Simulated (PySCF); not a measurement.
**Electron correlation in N³⁺ (nitrogen, charge +3)**

[He] 2s2, closed-shell 1S. Computed with PySCF 2.14 in aug-cc-pCVTZ-DK (7s6p4d2f, 59 functions), with the spin-free X2C one-electron Hamiltonian (Gaussian nucleus). Frozen: 1s2; 2 electrons correlated.

With two correlated electrons CCSD is exact within the correlated space (frozen core and kept virtual orbitals).

```csv
level,correlation energy (mhartree)
CCSD,-86.33
```

Diagnostics: T1 = 0.0068, D1 = 0.0096, largest double amplitude 0.153.

A double-excitation amplitude exceeds 0.15, a sign of near-degeneracy.

Cost of the coupled-cluster step: about 1.2 core-seconds, for 2 correlated electrons.

Iterations:

```
CC2 = 0
CCSD nocc = 1, nmo = 58
frozen orbitals [0]
max_cycle = 100
direct = 0
conv_tol = 1e-08
conv_tol_normt = 1e-06
diis_space = 8
diis_start_cycle = 0
Init t2, MP2 energy = -51.1617891220765  E_corr(MP2) -0.0511355130010138
Init E_corr(CCSD) = -0.051135513001587
cycle = 1  E_corr(CCSD) = -0.0686176900811009  dE = -0.0174821771  norm(t1,t2) = 0.0635264
cycle = 2  E_corr(CCSD) = -0.0772637088643362  dE = -0.00864601878  norm(t1,t2) = 0.03306
cycle = 3  E_corr(CCSD) = -0.0864625749219393  dE = -0.00919886606  norm(t1,t2) = 0.0171572
cycle = 4  E_corr(CCSD) = -0.0862940176523322  dE = 0.00016855727  norm(t1,t2) = 0.000236607
cycle = 5  E_corr(CCSD) = -0.0863470106918489  dE = -5.29930395e-05  norm(t1,t2) = 7.70765e-05
cycle = 6  E_corr(CCSD) = -0.086335776275426  dE = 1.12344164e-05  norm(t1,t2) = 2.37715e-05
cycle = 7  E_corr(CCSD) = -0.0863339495636341  dE = 1.82671179e-06  norm(t1,t2) = 3.20345e-06
cycle = 8  E_corr(CCSD) = -0.0863339917860631  dE = -4.22224289e-08  norm(t1,t2) = 1.7768e-07
cycle = 9  E_corr(CCSD) = -0.0863340071211375  dE = -1.53350744e-08  norm(t1,t2) = 9.71506e-08
cycle = 10  E_corr(CCSD) = -0.0863340456040788  dE = -3.84829414e-08  norm(t1,t2) = 6.80871e-08
cycle = 11  E_corr(CCSD) = -0.0863340436065848  dE = 1.99749399e-09  norm(t1,t2) = 7.13741e-09
CCSD converged
E(CCSD) = -51.19698765268211  E_corr = -0.08633404360658484
```
